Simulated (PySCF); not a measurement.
# LaO: calculation against experiment

**Experimental background.**

Liu, Meijer, Perez-Rios, Phys. Chem. Chem. Phys. 22 (2020) 24191 lists, for the gas: dipole moment 3.207 D.

How close the calculation comes is told at the end.

Species: LaO (doublet state).
SMILES with atom numbers: `[O:1]=[La:2]`

Structure used (PBE0-D3(BJ)/def2-SVP), in Å, numbered top down from 1:
```xyz
2
LaO angstrom
O      0.9749    0.0095   -0.0124
La    -0.9574   -0.0383    0.0003
```

Runs made with PySCF (gas phase, on this PBE0-D3(BJ)/def2-SVP geometry; no spin–orbit coupling):

| level | job | basis functions | wall time |
| --- | --- | --- | --- |
| PBE0-D3(BJ)/def2-SVP, grid level 1 | geometry optimisation from a GFN2-xTB start shaken at random | 46 | 6.0 s |

Hardware: an Arm Neoverse V1 with one thread, shared host.

Atoms past Kr carry def2 core potentials in the def2 sets.

## Comparison

**Dipole moment.** Measured: 3.207 D (Liu, Meijer, Perez-Rios, Phys. Chem. Chem. Phys. 22 (2020) 24191).

```tsv
level	computed (D)	computed − measured (D)	% (from the printed values)
PBE0-D3(BJ)/def2-SVP	7.111	+3.904	+122
```

The computed dipoles belong to one fixed geometry; measured ones are averaged over vibrations unless marked μe. Magnitudes are compared, not signs.

No measured geometry was used, and the causes of the misses weren't examined.
